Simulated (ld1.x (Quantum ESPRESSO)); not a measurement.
## Which change was made? (Au, TM)

```json
{
 "Element": "Au",
 "Generator": "ld1.x (Quantum ESPRESSO) 7.5",
 "Type": "norm-conserving Troullier–Martins (Kleinman–Bylander form)",
 "Functional": "PBE",
 "Relativity": "scalar-relativistic",
 "Frozen core": "[Xe] 4f14",
 "Valence charge": "11",
 "Reference configuration": "5d10 6s1 6p0",
 "Partial waves": "6s (bound): rc 2.00 bohr; 6p (bound, empty): rc 3.45 bohr; 5f channel at -0.1 Ry: rc 3.50 bohr; 5d (bound): rc 1.25 bohr",
 "Local potential": "the d channel",
 "Core correction": "Bessel-smoothed model core, default radius (core density twice the valence density)"
}
```

Cutoffs, loose and tight: the cutoffs (Ry, on a coarse ladder) from which the occupation-weighted sum of valence levels, in a spherical-Bessel basis at the reference potential, stays within 10 and 1 mRy of its value at 400 Ry. They do not see the model core or the augmentation charge, which bear on the density cutoff. Test errors are all-electron minus pseudo excitation energies from the reference, over the configurations 5d10 6s0 6p0; 5d9 6s0 6p0; 5d8 6s0 6p0; 5d9 6s1 6p1; 5d7 6s0 6p0; 5d9 6s1 6p0; 5d10 6s0 6p1; variants that change the core or the reference have their own tests. The largest error is taken over the tests solved by every variant that gives reliable tests at all, those not shown here included: 5d10 6s0 6p0; 5d10 6s0 6p1; 5d7 6s0 6p0; 5d8 6s0 6p0; 5d9 6s0 6p0; 5d9 6s1 6p0.

The base gives: outcome: generated; cutoff, loose: 60 Ry; cutoff, tight: 90 Ry; bound ghosts: f, s, p; largest test error (meV): -503.

(1) After one change the result is: outcome: generated; cutoff, loose: 60 Ry; cutoff, tight: 90 Ry; bound ghosts: s, p; largest test error (meV): -503. Which change was it?
A. wave 5d (bound): rc 1.25 bohr becomes 5d (bound): rc 1.60 bohr
B. local potential the s channel
C. core [Kr] 4d10 4f14 5s2, valence charge 17; reference 5p6 5d10 6s1 6p0; waves now 6s (bound): rc 1.95 bohr; 5d (bound): rc 1.95 bohr; 5f channel at -0.1 Ry: rc 1.80 bohr; 5p (bound): rc 1.30 bohr; local potential the p channel; core correction none
D. wave 5f channel at -0.1 Ry: rc 3.50 bohr becomes 5f channel at -0.1 Ry: rc 2.50 bohr
E. all radii but the core radius scaled by about 0.92 (s 1.84, p 3.16, d 1.14, f 3.20 bohr)

## Answers

(1) D. The others give: core [Kr] 4d10 4f14 5s2, valence charge 17; reference 5p6 5d10 6s1 6p0; waves now 6s (bound): rc 1.95 bohr; 5d (bound): rc 1.95 bohr; 5f channel at -0.1 Ry: rc 1.80 bohr; 5p (bound): rc 1.30 bohr; local potential the p channel; core correction none → outcome: generated; cutoff, loose: 110 Ry; cutoff, tight: 140 Ry; bound ghosts: s; largest test error (meV): -32 | all radii but the core radius scaled by about 0.92 (s 1.84, p 3.16, d 1.14, f 3.20 bohr) → outcome: generated; cutoff, loose: 45 Ry; cutoff, tight: 140 Ry; bound ghosts: s, p; largest test error (meV): -520 | wave 5d (bound): rc 1.25 bohr becomes 5d (bound): rc 1.60 bohr → outcome: generated; cutoff, loose: 45 Ry; cutoff, tight: 70 Ry; bound ghosts: f, s, p; largest test error (meV): -496 | local potential the s channel → outcome: generated; cutoff, loose: 70 Ry; cutoff, tight: 90 Ry; bound ghosts: none; largest test error (meV): -1025.
